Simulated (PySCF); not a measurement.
# Electron correlation in Zr²⁸⁺ (zirconium, charge +28)

[Ne] 3s2, closed-shell 1S. Calculation: PySCF 2.14, in an uncontracted even-tempered set (18 s from 3.9 bohr⁻², ratio 2.5; 11 p from 5 bohr⁻², ratio 2.5; 5 d from 19 bohr⁻², ratio 2.7; 4 f from 29 bohr⁻², ratio 2.7); scalar relativity by spin-free X2C-1e. Frozen: 1s2; 10 electrons correlated; the 19 highest virtual orbitals of each spin left out.

```csv
level,correlation energy (mhartree)
CCSD,-463.95
(T),-1.42
CCSD(T),-465.37
```

Diagnostics: T1 = 0.00042, D1 = 0.0013, largest double amplitude 0.073.

Cost of the coupled-cluster step: of the order of 5 core-seconds, for 10 correlated electrons.

Iterations:

```
CC2 = 0
CCSD nocc = 5, nmo = 84
frozen orbitals [0, 85, 86, 87, 88, 89, 90, 91, 92, 93, 94, 95, 96, 97, 98, 99, 100, 101, 102, 103]
max_cycle = 100
direct = 0
conv_tol = 1e-08
conv_tol_normt = 1e-06
diis_space = 8
diis_start_cycle = 0
Init t2, MP2 energy = -3032.31306995051  E_corr(MP2) -0.435437842922113
Init E_corr(CCSD) = -0.435437842922109
cycle = 1  E_corr(CCSD) = -0.455368851806931  dE = -0.0199310089  norm(t1,t2) = 0.0244521
cycle = 2  E_corr(CCSD) = -0.461252656284452  dE = -0.00588380448  norm(t1,t2) = 0.00780626
cycle = 3  E_corr(CCSD) = -0.463945906895344  dE = -0.00269325061  norm(t1,t2) = 0.00251162
cycle = 4  E_corr(CCSD) = -0.463944802786573  dE = 1.10410877e-06  norm(t1,t2) = 1.90753e-05
cycle = 5  E_corr(CCSD) = -0.463945316507069  dE = -5.13720496e-07  norm(t1,t2) = 3.51667e-07
cycle = 6  E_corr(CCSD) = -0.463945306317207  dE = 1.01898614e-08  norm(t1,t2) = 2.32701e-08
cycle = 7  E_corr(CCSD) = -0.463945302883162  dE = 3.4340456e-09  norm(t1,t2) = 1.15813e-08
CCSD converged
E(CCSD) = -3032.341577410469  E_corr = -0.4639453028831615
CCSD(T) correction = -0.00142208701596007
```

At this charge the one-electron X2C treatment keeps the bare 1/r₁₂, with no two-electron picture change or Breit term. The effect here is smaller than on the frozen 1s shell; and a scalar Hamiltonian misses the large spin-orbit splitting of the p shells, which matters for ns² → np² pairs.
